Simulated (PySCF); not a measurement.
SMILES [Si](F)([SiH2][SiH2]O)(F)F, GFN2-xTB optimised geometry. Atoms within 1.6 Å of the plane z = 0.0 Å (x, y, z in Å): Si4 (0.40, -0.08, 0.00), F5 (1.99, -0.08, 0.00), F6 (0.08, 1.48, 0.00), F7 (0.08, -0.47, 1.51), H12 (-1.99, -1.48, -1.29).

Level of theory: CAM-B3LYP/def2-TZVP run with PySCF. Cells within 0.4 Å of a nucleus heavier than hydrogen are left out (blank, or x).

Map of the LUMO amplitude (bohr^(-3/2)) on the plane z = 0.0 Å; orbital energy -0.24 eV, overall sign arbitrary:

```
|77777777777777777777777777777|
|77777777777777777777777777777|
|77777777777777777777777777777|
|77777777777777777777777777777|
|77777777777777777777777777777|
|77777777777777777777777777777|
|77777777777777777777777777777|
|77777777777777667777777777777|
|77777777777777xx6777777777777|
|7777777777777xxx6777777777777|
|77777777777777xx7777777777777|
|77777777777777677777776777777|
|77777777777766677777666677777|
|777777777776656x67776x4667777|
|777777777765446xx778xxx677777|
|777777777664324xx668xxx777777|
|77777777765421022357998777777|
|77777777765421001246788777777|
|77777777765431101345677777777|
|77777777765433223456677777777|
|77777777766544444556677777777|
|77777777776655555566677777777|
|77777777777666666666777777777|
|77777777777777777777777777777|
|77777777777777777777777777777|
|77777777777777777777777777777|
|77777777777777777777777777777|
|77777777777777777777777777777|
|77777777777777777777777777777|
```
Scale: ten equal steps from -0.105 (start of '0') to 0.033 (end of '9'), in the order '0123456789'; x runs from -4.00 to 4.00, y from -4.00 (bottom) to 4.00 (top).
